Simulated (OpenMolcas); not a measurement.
# Mg: RASPT2 settings compared

```
Program             : OpenMolcas
Basis               : ANO-L-VDZP [4s3p1d]
Scalar Hamiltonian  : non-relativistic, point nucleus
Active space        : 2 electrons in 9 orbitals (RAS2 3s 3p; RAS3 3d, at most 2 electrons)
State averaging     : 2S+1 = 3 even, 3 roots (0 in the spin-orbit step); 2S+1 = 1 even, 1 root; 2S+1 = 3 odd, 3 roots; 2S+1 = 1 odd, 3 roots (0 in the spin-orbit step)
Spin-orbit coupling : RASSI with atomic mean-field integrals over the reference wave functions, term energies averaged over their components
```

Methods on the same reference wave functions:
A. RASSCF
B. SS-RASPT2, IPEA 0.2 Eh, sigma1 regulariser 0.05 Eh (closed shells correlated: 2s 2p)
C. XMS-RASPT2, IPEA 0.15 Eh, no level shift (closed shells correlated: 1s 2s 2p)
D. XMS-RASPT2, IPEA 0.4 Eh, imaginary shift 0.15 Eh (closed shells correlated: 1s 2s 2p)

Energies in cm-1 above 3s2 1S0, the measured ground level; measured values from NIST Handbook of Basic Atomic Spectroscopic Data.

```csv
Level,A,B,C,D,Measured
3s2 1S0,0.0,0.0,0.0,0.0,0.0
3s 3p 3P* 0,21048,21067,21026,21024,21850
3s 3p 3P* 1,21063,21082,21041,21040,21870
3s 3p 3P* 2,21094,21113,21072,21071,21911
```

Deviations, from unrounded energies. A percentage is the sum of absolute deviations over the sum of measured energies, with the sign that they share, or ± where signs differ.

```json
{"Against measurement": "mean absolute deviation (cm-1)", "Levels": "3", "A": "810", "B": "790", "C": "830", "D": "830"}
{"Against measurement": "other configurations (%)", "Levels": "3", "A": "-3.7", "B": "-3.6", "C": "-3.8", "D": "-3.8"}
```

A, B, C, D lie about equally close to measurement. The largest miss of B in the table is 3s 3p 3P* 2, by -800 cm-1. The ranking rests on the paired levels alone, and a cruder setting can come out closer through cancelling errors.

Among B to D the level of the table that moves most is 3s 3p 3P* 0, by 42 cm-1 (lowest in D, highest in B).

The lowest spin-free term lies below A's lowest term by 0.005 hartree in B, 0.005 hartree in C, 0.005 hartree in D.

Active for correlation alone: 3d; no level in the range computed is led by a configuration that fills it, so any true level of that kind is missing. Without dynamic correlation excited terms often stand tens of per cent too high (terms of higher spin than the ground term too low), and those without a measured partner can miss by more than the paired ones (holds for A). Measured partners are found by configuration, term and J. A level has none where our copy of the source lacks it or the pairing is in doubt (some pairs that miss far off the trend of their configuration count as doubtful), and it then counts in no deviation. Levels of configurations outside the active space are missing.

* marks odd parity.
